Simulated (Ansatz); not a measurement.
Species: sum formula H6SiN3O (charge -1, singlet). It need not be the lowest isomer of its formula. Whether it binds its extra electron was not tested at this geometry. 
Geometry from a B3LYP-D3(BJ)/def2-TZVP (Ansatz, a first-principles code) optimisation:
SMILES: N[Si]([NH-])(N)O
```xyz
11

Si    -0.1119     0.0994    -0.0308
O     -0.4184    -1.0712     1.1860
N     -1.1830     1.2626    -0.4723
N      1.3139     0.8521     0.7034
N      0.3597    -1.0206    -1.3418
H     -0.9736    -1.7654     0.8210
H     -1.9218     0.9868    -1.1114
H      1.4745     0.5416     1.6534
H      1.1993     1.8579     0.7120
H      1.1891    -1.5695    -1.1417
H      0.5126    -0.5320    -2.2150
```
Charge -1, spin multiplicity 1.

Basis-set convergence of Hartree-Fock and MP2 correlation energies (hartree) with Ansatz. Valence correlation only, unless marked. Spin-orbit coupling is left out. No relativistic terms.

```csv
basis,functions,E(HF),"E(corr, MP2)"
aug-cc-pV(D+d)Z,178,-530.80058,-0.87634
aug-cc-pV(T+d)Z,377,-530.88021,-1.05487
aug-cc-pV(Q+d)Z,685,-530.89872,-1.11878
```

Extrapolating the two largest sets (X = 3 and 4) as X^-3: E(corr) = (64·(-1.11878) - 27·(-1.05487))/37 = -1.1654 Eh, an estimate of the basis-set limit. The largest set recovers 96.0 % of it, the smallest 75.2 %.
